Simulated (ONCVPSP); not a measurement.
# Potentials for zinc (Zn) compared

Generated with ld1.x 7.5 (TM, RRKJ, ultrasoft, PAW), atompaw 4.2 or ONCVPSP 4.0.1. The cutoff is in Ry: for ld1.x and atompaw files where the sum of valence levels is converged to 10 mRy in a Bessel basis, for ONCV files where the hardest occupied wave has 1 mHa per electron of residual kinetic energy. The error is the largest all-electron minus pseudo excitation energy over each file’s own four to seven test configurations (ionisations up to +4, promotions, holes and added fractions of an electron), all of which were solved. The labels leave out finer settings (local radius, basis sizes, second energies), which also bear on the numbers. Spin-polarised tests are not counted. The rows are a selection from randomly drawn settings: files with unsolved tests, undetermined cutoffs or missed reference levels are left out.

A true bound ghost makes a file unfit for plane-wave use even where its test errors are small: the radial tests pick states by their node count and pass the ghost by.

| potential | cutoff (Ry) | largest error (meV) | bound ghosts |
| --- | --- | --- | --- |
| ONCV, PBEsol, scalar-relativistic, rc 1.05/1.00/0.70 (spd), local smoothed, core correction yes, reference 3s2 3p6 3d10 4s2, qcut 9.3/14.4/15.8, projectors 2/1/2 | 584 | -5.7 | none |
| ONCV, LDA (Perdew-Wang 92), scalar-relativistic, rc 1.85/1.15/1.30 (spd), local smoothed, core correction no, reference 3p6 3d10 4s2, qcut 3.8/9.3/13.5, projectors 3/2/2 | 134 | +81 | none |
| ONCV, PBEsol, scalar-relativistic, rc 1.00/0.65/1.00 (spd), local smoothed, core correction no, reference 3s2 3p6 3d10 4s2, qcut 15.6/12.3/18, projectors 3/1/2 | 224 | -31 | none |
| ONCV, PBE, scalar-relativistic, rc 1.15/0.65/1.10 (spd), local smoothed, core correction no, reference 3s2 3p6 3d10 4s2, qcut 12.1/13.2/15.8, projectors 3/2/1 | 178 | -16 | none |
| ONCV, BLYP, scalar-relativistic, rc 1.15/0.75/1.10/0.95 (spdf), local smoothed, core correction no, reference 3s2 3p6 3d10 4s2, qcut 11.7/10/12.7/13.5, projectors 2/2/2/2 | 137 | -6.1 | f |
| ONCV, PBE, scalar-relativistic, rc 1.10/0.65/0.95 (spd), local smoothed, core correction yes, reference 3s2 3p6 3d10 4s2, qcut 10.5/12.7/18.7, projectors 2/2/3 | 281 | +5.7 | none |
| ONCV, LDA (Perdew-Zunger), scalar-relativistic, rc 2.10/2.20/0.70/1.65 (spdf), local smoothed, core correction yes, reference 3d10 4s1, qcut 3.3/3.7/11.7/6.4, projectors 1/1/2/2 | 984 | -135 | s, p |

Task: Fill in the row for Zn: ONCV, LDA (Perdew-Wang 92), scalar-relativistic, rc 1.25/1.05/1.15 (spd), local smoothed, core correction yes, reference 3s2 3p6 3d10 4s2, qcut 10.6/13/12.5, projectors 2/2/2.

Result: cutoff 132 Ry, largest error -3.7 meV, bound ghosts: none.
